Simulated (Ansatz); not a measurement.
C$_{5}$H$_{6}$F$_{2}$ (`F[C@H]1C=CC[C@@H]1F`). Charge 0, multiplicity 1. All single points use the PBE0-D4/def2-TZVP geometry.

```xyz
13

F     0.498   -1.120    1.902
C    -0.401   -0.686    0.930
C    -0.542    0.798    0.975
C     0.005    1.369   -0.092
C     0.594    0.373   -1.042
C     0.157   -0.973   -0.468
F    -0.858   -1.502   -1.251
H    -1.332   -1.237    1.089
H    -1.016    1.314    1.800
H     0.044    2.438   -0.269
H     0.214    0.476   -2.062
H     1.683    0.468   -1.096
H     0.955   -1.717   -0.417
```

Problem. What is the dipole moment at r2SCAN/def2-TZVPP? (An estimate is asked.)

Solution. Ansatz gave: 1.80 D, with components (0.36, 1.63, -0.66) D in this frame, pointing from negative to positive charge.

Problem. And with PBE, B3LYP, ωB97M-V? (Best estimate.)

Solution. The calculation gave: PBE 1.73 D, B3LYP 1.84 D, ωB97M-V 1.83 D.

Problem. Give the Mulliken charges with r2SCAN, B3LYP, PBE in def2-TZVPP. (An estimate is asked.)

Solution. Ansatz gave: 
```json
{"atom": "F1", "r2SCAN": "-0.24", "B3LYP": "-0.25", "PBE": "-0.20"}
{"atom": "C2", "r2SCAN": "0.26", "B3LYP": "0.20", "PBE": "0.18"}
{"atom": "C3", "r2SCAN": "-0.18", "B3LYP": "-0.17", "PBE": "-0.16"}
{"atom": "C4", "r2SCAN": "-0.11", "B3LYP": "-0.14", "PBE": "-0.12"}
{"atom": "C5", "r2SCAN": "0.01", "B3LYP": "-0.09", "PBE": "-0.06"}
{"atom": "C6", "r2SCAN": "0.18", "B3LYP": "0.15", "PBE": "0.12"}
{"atom": "F7", "r2SCAN": "-0.24", "B3LYP": "-0.25", "PBE": "-0.20"}
{"atom": "H8", "r2SCAN": "0.02", "B3LYP": "0.06", "PBE": "0.05"}
{"atom": "H9", "r2SCAN": "0.09", "B3LYP": "0.12", "PBE": "0.10"}
{"atom": "H10", "r2SCAN": "0.09", "B3LYP": "0.12", "PBE": "0.10"}
{"atom": "H11", "r2SCAN": "0.05", "B3LYP": "0.09", "PBE": "0.08"}
{"atom": "H12", "r2SCAN": "0.04", "B3LYP": "0.08", "PBE": "0.07"}
{"atom": "H13", "r2SCAN": "0.03", "B3LYP": "0.07", "PBE": "0.05"}
```

B3LYP here is the variant with VWN-RPA as its local correlation; programs differ in this.
